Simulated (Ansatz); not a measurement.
The pair A = HCl (SMILES Cl) (first 2 atoms), B = CH3F (SMILES CF); geometry from B3LYP-D3(BJ)/def2-TZVP.
(charge 0, multiplicity 1):
```xyz
7

Cl     0.165     0.052    -0.136
H      0.215     0.509     1.070
C     -0.489    -0.550     3.527
F      0.051     0.630     2.995
H      0.228    -0.959     4.238
H     -1.426    -0.301     4.023
H     -0.660    -1.248     2.709
```

Correlated levels freeze the cores. MP2 and its Hartree–Fock in aug-cc-pV(Q+d)Z are density fitted.

Programs: Ansatz (Gaussian orbitals). Values without a source in brackets are computed.

The counterpoise-corrected interaction energy is E(AB) − E(A in the pair's basis) − E(B in the pair's basis). Total energies (hartree):

| level | AB | A in the pair's basis | B in the pair's basis |
|---|---|---|---|
| HF/aug-cc-pV(T+d)Z | -599.2080186 | -460.1083283 | -139.0967521 |
| MP2/aug-cc-pV(T+d)Z | -599.8648888 | -460.3168920 | -139.5418681 |
| HF/aug-cc-pV(Q+d)Z | -599.2207062 | -460.1116330 | -139.1060869 |
| MP2/aug-cc-pV(Q+d)Z | -599.9248113 | -460.3371606 | -139.5811841 |
| CCSD(T)/aug-cc-pV(T+d)Z | -599.9234333 | -460.3459926 | -139.5716741 |

Question: Work out the counterpoise-corrected interaction energy at the basis-set limit: extrapolate the MP2 correlation part as X⁻³, take Hartree–Fock from the larger set, and add the CCSD(T) − MP2 difference of aug-cc-pV(T+d)Z.

Answer: 
1. Differences (1 hartree = 627.509 kcal/mol): HF/aug-cc-pV(T+d)Z -1.844; MP2/aug-cc-pV(T+d)Z -3.846; HF/aug-cc-pV(Q+d)Z -1.874; MP2/aug-cc-pV(Q+d)Z -4.058; CCSD(T)/aug-cc-pV(T+d)Z -3.619.
2. Correlation parts, MP2 less HF: -2.002 in aug-cc-pV(T+d)Z (X = 3), -2.184 in aug-cc-pV(Q+d)Z (X = 4).
3. Limit (4³·(-2.184) − 3³·(-2.002))/(4³ − 3³) = -2.317; with HF/aug-cc-pV(Q+d)Z it gives -4.191.
4. CCSD(T) less MP2 in aug-cc-pV(T+d)Z: 0.227.
Result: -3.96 kcal/mol, against -3.85 at MP2/aug-cc-pV(T+d)Z. It is an estimate of this method's limit, not of the exact value.

Ansatz is a quantum-chemistry and plane-wave program.
